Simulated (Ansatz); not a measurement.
`CCCCCCCCCCCCP(=O)(O)O`. Total charge 0; triplet. Geometry PBE-D4/def2-SVP, that of the neutral singlet.

Cartesian coordinates in Å:
```
C -1.783 4.237 5.264
C -0.444 3.496 5.203
C -0.126 2.854 3.844
C -1.069 1.714 3.440
C -0.760 1.080 2.076
C 0.588 0.351 2.000
C 0.824 -0.418 0.693
C 0.917 0.465 -0.558
C 1.310 -0.284 -1.838
C 0.287 -1.321 -2.315
C 0.691 -2.006 -3.622
C -0.327 -3.049 -4.096
P 0.134 -3.809 -5.674
O 0.336 -2.935 -6.881
O 1.477 -4.660 -5.239
O -1.050 -4.938 -5.863
H -2.644 3.559 5.096
H -1.935 4.718 6.251
H -1.835 5.035 4.493
H -0.419 2.709 5.990
H 0.373 4.203 5.462
H -0.144 3.639 3.053
H 0.919 2.476 3.868
H -1.043 0.925 4.227
H -2.115 2.089 3.426
H -1.568 0.358 1.823
H -0.808 1.870 1.293
H 1.420 1.075 2.147
H 0.655 -0.360 2.854
H 1.766 -1.004 0.784
H 0.013 -1.170 0.566
H 1.662 1.270 -0.370
H -0.051 0.986 -0.727
H 2.292 -0.787 -1.685
H 1.475 0.453 -2.654
H -0.704 -0.828 -2.445
H 0.136 -2.096 -1.532
H 1.679 -2.499 -3.499
H 0.826 -1.247 -4.423
H -1.329 -2.597 -4.254
H -0.456 -3.867 -3.355
H 2.082 -4.687 -6.007
H -1.251 -5.000 -6.819
```

Single mean-field runs in def2-TZVP are fitted with def2-universal-jkfit. At PBE-D4/def2-TZVP the gap within one spin of the charge 0 triplet nearly closes, so an electron or hole may be smeared out by delocalisation error. At PBE0-D4/def2-TZVP a singlet of charge 0 lies 7.36 eV below the triplet at the same geometry.

**Question.** Estimate the α-spin orbital energies around the gap (eV) in Ansatz with PBE-D4/def2-TZVP, PBE0-D4/def2-TZVP.

**Answer.** 
```
orbital  PBE-D4/def2-TZVP  PBE0-D4/def2-TZVP
 HOMO−5             -7.99              -9.11
 HOMO−4             -7.88              -9.00
 HOMO−3             -7.78              -8.79
 HOMO−2             -7.73              -8.76
 HOMO−1             -7.62              -8.58
   HOMO             -0.73              -1.52
   LUMO             -0.07               0.58
 LUMO+1              0.01               0.60
 LUMO+2              0.16               1.02
 LUMO+3              0.27               1.18
 LUMO+4              0.39               1.34
 LUMO+5              0.41               1.39
 β HOMO             -7.59              -8.58
 β LUMO             -7.56              -7.06
```
